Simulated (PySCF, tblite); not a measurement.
Isomers of C6H5F3N2, one GFN2-xTB conformer each. Single-point energies are computed at PBE0/pcSseg-1 (PySCF, gas phase, no added dispersion term), electronic only.

Question: Rank them by PBE0/pcSseg-1 energy, lowest first (kJ/mol).
A. `Cc1nnccc1C(F)(F)F`
B. `CC1=NN=C(C(F)(F)F)C=C1`
C. `FC(F)(c1cc(C)nnc1)F`

Answer: C (0.0), A (0.6), B (0.7).

Neighbours under 10 kJ/mol apart (Cc1cc(C(F)(F)F)cnn1 and Cc1nnccc1C(F)(F)F; Cc1nnccc1C(F)(F)F and Cc1ccc(C(F)(F)F)nn1) can change places with a better method, another conformer or zero-point energy. GFN2-xTB itself gives, in the same order: 1.6, 0.0, 6.4. GFN2-xTB puts Cc1nnccc1C(F)(F)F lowest instead; measured from each level's own lowest isomer, the values differ by up to 5.7 kJ/mol (Cc1ccc(C(F)(F)F)nn1: 6.4 against 0.7).

Q: Which frontier levels, dipoles and rotational constants go with these structures?

A: 
| SMILES | HOMO (eV, PBE0/pcSseg-1) | LUMO (eV) | dipole (D) | A, B, C (MHz) |
| --- | --- | --- | --- | --- |
| Cc1cc(C(F)(F)F)cnn1 | -7.05 | -2.06 | 2.78 | 2229, 738.1, 616.0 |
| Cc1nnccc1C(F)(F)F | -7.03 | -2.07 | 1.99 | 1953, 936.7, 714.7 |
| Cc1ccc(C(F)(F)F)nn1 | -7.13 | -1.89 | 5.29 | 2896, 659.6, 594.8 |

Q: What happens when harmonic zero-point energies from GFN2-xTB frequencies are added?

A: 
```json
{"SMILES": "Cc1cc(C(F)(F)F)cnn1", "ZPE (kJ/mol)": "272.7", "electronic (kJ/mol)": "0.0", "with ZPE (kJ/mol)": "0.0"}
{"SMILES": "Cc1nnccc1C(F)(F)F", "ZPE (kJ/mol)": "273.8", "electronic (kJ/mol)": "0.6", "with ZPE (kJ/mol)": "1.7"}
{"SMILES": "Cc1ccc(C(F)(F)F)nn1", "ZPE (kJ/mol)": "272.6", "electronic (kJ/mol)": "0.7", "with ZPE (kJ/mol)": "0.6"}
```

The zero-point energies span 1.2 kJ/mol. The lowest isomer stays, but the order above it changes.
